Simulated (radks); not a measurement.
Q: These are the eigenvalues of the occupied orbitals of an atom or ion with whole-number occupations (hartree). Method: scalar-relativistic Kohn-Sham, Slater X-alpha with alpha = 0.667, spin-polarised, spherical densities, finite nucleus; Fermi nuclear charge, rms radius of each element as measured or else 0.836 A^(1/3) + 0.57 fm; computed with a radial shooting solver on a logarithmic mesh with Libxc functionals.

| orbital | eigenvalue |
|---|---|
| 1s up | -3327.731 |
| 1s down | -3327.730 |
| 2s up | -598.1902 |
| 2s down | -598.1898 |
| 2p up | -512.1826 |
| 2p down | -512.1820 |
| 3s up | -144.5588 |
| 3s down | -144.5582 |
| 3p up | -119.9742 |
| 3p down | -119.9735 |
| 3d up | -95.17394 |
| 3d down | -95.17340 |
| 4s up | -33.32668 |
| 4s down | -33.32576 |
| 4p up | -25.26550 |
| 4p down | -25.26447 |
| 4d up | -16.02979 |
| 4d down | -16.02865 |
| 5s up | -6.04117 |
| 5s down | -6.03862 |
| 4f up | -5.85281 |
| 4f down | -5.85155 |
| 5p up | -3.76730 |
| 5p down | -3.76401 |
| 5d up | -1.24558 |
| 5d down | -1.23388 |
| 6s up | -0.79910 |
| 6s down | -0.74397 |
| 6p up | -0.41666 |

Which element is it, and in what charge state? The configuration may be excited. Open shells, if any, are filled with parallel spins first.

A: Z = 83, bismuth, charge +1: Bi+ in [Hg] 6p2. The list shows which subshells hold electrons but not how many an open one holds; the 1s level, -3327.7 hartree, gives Z - s = 81.6 by -(Z - s)^2/2, which with screening and relativity narrows Z to a few neighbours, and the depths of the outer levels then fix element, charge and occupations together.
